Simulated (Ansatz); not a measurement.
`NCOC[SiH3]` + `[F][AlH][SH]` → `[F][AlH][S][SiH3]` + `COCN`  (ligand exchange at the Si–C bond)

Gas-phase electronic energies from Ansatz, PBE0-D4/def2-TZVP geometries. CBS: MP2 limit from def2 TZ/QZ plus the TZ coupled-cluster correction, frozen cores. This one scheme is used for every species. Functionals use def2-TZVPP. B3LYP here is the variant with VWN-RPA as its local correlation; programs differ in this. One conformer a species, not always the lowest.

`NCOC[SiH3]`:

Z-matrix (Å, degrees):
```
C
O 1 1.405
N 1 1.436 2 112.1
H 1 1.100 2 109.9 3 -120.2
H 1 1.096 2 104.1 3 123.7
C 2 1.413 1 113.4 3 64.7
H 3 1.010 1 112.9 2 86.4
H 3 1.008 1 112.9 2 -148.5
Si 6 1.883 2 108.7 1 -174.6
H 6 1.103 2 110.6 1 64.5
H 6 1.098 2 110.7 1 -53.8
H 9 1.489 6 108.5 2 -178.8
H 9 1.486 6 110.9 2 -59.3
H 9 1.486 6 110.5 2 61.8
```

`[F][AlH][SH]`:

Z-matrix (Å, degrees):
```
Al
F 1 1.645
S 1 2.169 2 116.3
H 1 1.569 2 119.8 3 -180.0
H 3 1.345 1 91.6 2 179.9
```

`[F][AlH][S][SiH3]`:

```xyz
8

F    -1.196    2.781   -1.552
Al   -0.386    1.435   -1.062
S    -1.135    0.508    0.747
Si    0.237   -1.128    0.909
H     0.834    0.929   -1.906
H    -0.526   -2.400    0.872
H     0.958   -1.024    2.200
H     1.213   -1.102   -0.209
```

`COCN`:

Cartesian coordinates in Å:
```
C -0.149 0.824 1.180
O -0.901 0.519 0.039
C -0.131 -0.017 -1.020
N 0.387 -1.335 -0.840
H 0.684 1.502 0.943
H -0.813 1.320 1.888
H 0.261 -0.073 1.664
H -0.806 -0.016 -1.878
H 0.711 0.655 -1.234
H -0.345 -1.996 -0.613
H 1.103 -1.383 -0.129
```

| level | ΔE (kcal/mol) | difference from CCSD(T)/CBS |
| --- | --- | --- |
| PBE-D4 | -19.5 | 0.1 |
| r2SCAN-D4 | -20.1 | -0.5 |
| PBE0-D4 | -20.0 | -0.4 |
| B3LYP-D4 | -19.0 | 0.6 |
| ωB97X-V | -19.0 | 0.6 |
| ωB97M-V | -18.9 | 0.7 |
| B2PLYP | -19.2 | 0.4 |
| PBE | -19.3 | 0.3 |
| r2SCAN | -20.2 | -0.6 |
| PBE0 | -19.9 | -0.3 |
| B3LYP | -18.6 | 1.0 |
| HF/def2-TZVPP | -19.9 | -0.3 |
| MP2/def2-TZVPP | -20.3 | -0.7 |
| SCS-MP2/def2-TZVPP | -19.7 | -0.1 |
| CCSD/def2-TZVPP | -18.8 | 0.8 |
| CCSD(T)/def2-TZVPP | -19.0 | 0.6 |
| HF/def2-QZVPP | -19.8 | -0.2 |
| MP2/def2-QZVPP | -20.6 | -1.0 |
| SCS-MP2/def2-QZVPP | -20.1 | -0.5 |
| HF/CBS(def2) | -19.8 | -0.2 |
| MP2/CBS(def2) | -20.9 | -1.3 |
| CCSD/CBS(def2) | -19.4 | 0.2 |
| CCSD(T)/CBS | -19.6 | 0 |

Largest T1 diagnostic among the species: 0.012.
